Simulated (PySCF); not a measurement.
Molecule: `InChI=1S/CH3.2Al.2Cl.FH.2H/h1H3;;;;;1H;;/q;;-1;2*+1;;;/p-1`.

Numbering as in the mapped SMILES `[CH3:1][Al@H-:2]1[Cl+:3][Al@@H-:4]([F:5])[Cl+:6]1` (H(Xn): hydrogen on atom n).

Geometry PBE0-D3(BJ)/def2-SVP throughout; GIAO in PySCF 2.14, gas phase, one conformer, non-relativistic; equivalent atoms averaged; basis pcSseg-1.

Problem. How do the absolute shieldings σ depend on the functional? (ppm; last column core-seconds on 1 thread of an Arm Neoverse N1, shared host)

Solution. 
```csv
functional,kind,C1,Al2,Al4,Cl3/Cl6,F5,H(Al2),H(Al4),H(C1),core-s
PBE0,global hybrid,191.4,394.3,469.6,879.6,329.6,26.60,26.92,31.27,26
mPW1PW91,global hybrid,190.5,394.8,470.2,880.7,331.5,26.70,27.01,31.32,25
WP04,global hybrid,179.4,409.5,482.8,890.2,349.6,27.79,28.06,31.60,25
B97-2,global hybrid,191.0,405.8,479.3,888.9,335.6,26.87,27.19,31.40,25
BHandHLYP,global hybrid,191.4,406.0,480.3,900.8,348.0,27.03,27.31,31.47,25
CAM-B3LYP,range-separated hybrid,189.9,388.6,464.5,880.3,331.7,26.77,27.05,31.36,35
wB97X-D,range-separated hybrid,192.1,398.7,473.6,889.8,338.5,26.81,27.10,31.39,35
LC-wPBE,range-separated hybrid,196.4,398.3,471.0,905.2,343.6,26.84,27.11,31.35,39
```

Problem. Which nucleus moves most, in ppm?

Solution. Cl3/Cl6 (chlorine bonded to 2 Al, in a 4-membered ring): from 879.6 ppm with PBE0 to 905.2 ppm with LC-wPBE. The smallest spread is 0.33 ppm, at H(C1). Proton shifts span only some 12 ppm, so a few tenths of a ppm matter as much there as several ppm in carbon.
